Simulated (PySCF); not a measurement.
PySCF 2.14 calculation with shieldings: GIAO PBE0/pcSseg-1 and GFN2-xTB structure; fast rotation and ring inversion assumed for equivalent nuclei, relativity neglected, no solvent, one computed conformer.

Shifts are taken against calculated references (same method and geometry level): ¹H (31.72 ppm) and ¹³C (186.93 ppm) against TMS. Shifts are as computed. Against solution values, carbons near 30 ppm lie about +3 ppm off and those near 130 ppm about +5 ppm; carbons on Cl a further +6 ppm. Of 1211 compounds with measured shifts, 218 miss one by over three times the rms of a fit or turn the order of signals round; such compounds aren't used in these exercises. Carbons bonded to Cl come out too deshielded.

Problem. Order these molecules by the shift of their most deshielded carbon-bound hydrogen, lowest δ first.
A. C=CC(=O)Cl
B. COc1ncnnc1O[SiH3]
C. Cc1cpcc(C)c1C=O

Solution. A (6.93 ppm, hydrogen on a β carbon of a C=C–C=O unit), B (9.06 ppm, hydrogen on an aromatic CH between two ring heteroatoms), C (11.17 ppm, hydrogen on an aldehyde carbonyl carbon).

Problem. Order these molecules by the shift of their most shielded carbon, lowest δ first.
A. COc1ncnnc1O[SiH3]
B. C=CC(=O)Cl
C. FC(F)O[C@H]1C=COC1
D. Cc1cpcc(C)c1C=O

Solution. D (29.6 ppm, methyl carbon on an aromatic ring), A (55.7 ppm, methyl carbon bonded to O), C (76.9 ppm, sp3 CH2 bonded to O), B (141.7 ppm, α carbon of a C=C–C=O unit).

Problem. How many ¹³C and ¹H signals does each give (equivalence by symmetry and fast rotation, but not about amide C–N or C=N bonds)? `COc1ncnnc1O[SiH3]`, `Cc1cpcc(C)c1C=O`, `C=CC(=O)Cl`, `FC(F)O[C@H]1C=COC1`

Solution. COc1ncnnc1O[SiH3]: 4 C, 3 H; Cc1cpcc(C)c1C=O: 5 C, 3 H; C=CC(=O)Cl: 3 C, 3 H; FC(F)O[C@H]1C=COC1: 5 C, 6 H.
